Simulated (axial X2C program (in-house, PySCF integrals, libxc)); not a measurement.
## Low determinants of YB⁺ at the PBE0 level, 2c

All values were computed with an in-house all-electron X2C program for linear molecules (integrals from PySCF). Two-component (2c) means X2C with spin–orbit coupling and atomic mean-field two-electron Coulomb and Gaunt terms. Basis: Y dyall-cv3z [11s12p9d6f3g], B dyall-v3z [7s6p2d1f] (cores contracted in-house); Gaussian nuclei, density fitting, unrestricted open shells. Masses: Y 88.906 u, B 11.009 u.

Search at 2.222 Å (vertical energies from the lowest determinant):

```tsv
ΔE (eV)	state	electrons beyond evenly filled partner blocks	electrons in ±ω = 1/2, 3/2, 5/2, 7/2
0.00	Ω = 3/2	ω = 3/2	30 11 2 0
0.38	Ω = 1/2	2 × ω = -1/2, ω = 3/2	30 11 2 0
0.84	Ω = 1/2	ω = 1/2	31 10 2 0
0.87	Ω = 1/2	ω = 1/2	29 12 2 0
0.92	Ω = 5/2	2 × ω = 1/2, ω = 3/2	30 11 2 0
1.24	Ω = 3/2	3 × ω = 1/2	31 10 2 0
1.50	Ω = 7/2	ω = -1/2, ω = 3/2, ω = 5/2	29 11 3 0
```

Lowest determinant, Ω = 3/2 (⟨Sz⟩ = 1.50, ⟨Lz⟩ = 0.00 at PBE0): Re = 2.220 Å, ωe = 548.7 cm⁻¹.

The determinant in row 2 of the search, Ω = 1/2 (⟨Sz⟩ = 0.50, ⟨Lz⟩ = 0.00 at PBE0), was followed along the bond at PBE0; measured from the minimum of the lowest determinant it gives:

Te = 0.376 eV (3035 cm⁻¹), Re = 2.194 Å, ωe = 572.6 cm⁻¹.

Task: Compare the bond of the determinant in row 2 with that of the lowest one.

Result: At PBE0 its Re is 0.026 Å shorter and its force constant, which goes as ωe², is 1.09 times that of the lowest determinant. This determinant mixes spin states, so it has no term energy of its own.

The search compares states at one distance, so a state with another bond length can lie lower; it is not exhaustive and yields mostly the lowest determinant of each block pattern, so other components and higher states of one pattern are missing. These are energies of single determinants, not of spin-adapted states; PBE0 term energies can be off by some tenths of an eV, and the functional has no current term. The lowest determinant need not be the ground state where others lie within half an eV.
